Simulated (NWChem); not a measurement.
System: C₃HF₃O; SMILES FC1(F)OC=C1F

```xyz
8

F     -0.8589    -1.9583     0.0000
C      0.0000    -0.9553     0.0000
C      1.3318    -0.7697     0.0000
O      1.2998     0.6523     0.0000
C     -0.1460     0.5641     0.0000
F     -0.6703     1.1493    -1.0851
F     -0.6703     1.1493     1.0851
H      2.2820    -1.3155     0.0000
```
Atoms are numbered in this order, from 1.

Results from NWChem. The geometry was optimised at PBE-D3(BJ)/def2-SVP.

**Question.** Predict the results for Hartree-Fock/pcseg-2. Quantities: highest occupied level (eV); orbital gap (eV); dipole (D).

**Answer.** 
- highest occupied level (eV) = -10.67
- orbital gap (eV) = 13.31
- dipole (D) = 2.55
